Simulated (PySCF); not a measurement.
Interval between two levels of Cu by level of theory

Cu [Ar] 3d10 4s1 [2S1/2, M_J = 1/2] → Cu [Ar] 3d9 4s2 [2D5/2, M_J = 5/2], as a difference of total energies. Calculation: PySCF 2.14, in x2c-TZVPall-2c; the two-component X2C-1e Hamiltonian. Correlated levels: [Ne] frozen; the 6 highest virtual spinors dropped. "Screened" scales the spin-orbit matrix elements by Boettger's factors to mimic the two-electron term; Breit and QED terms are absent.

| method | interval between two levels (cm⁻¹) | error (cm⁻¹) |
| --- | --- | --- |
| GHF (spin-free) | -619.54 | -11822 |
| GMP2 (spin-free) | 21369 | +10167 |
| GHF (screened spin-orbit) | -1481.3 | -12684 |
| GMP2 (screened spin-orbit) | 20494 | +9291 |

Reference: 11203 cm⁻¹ (measured; NIST Handbook of Basic Atomic Spectroscopic Data (Sansonetti and Martin, J. Phys. Chem. Ref. Data 34, 1559 (2005))).

Errors of the correlated levels include the incompleteness of this basis and the frozen core.
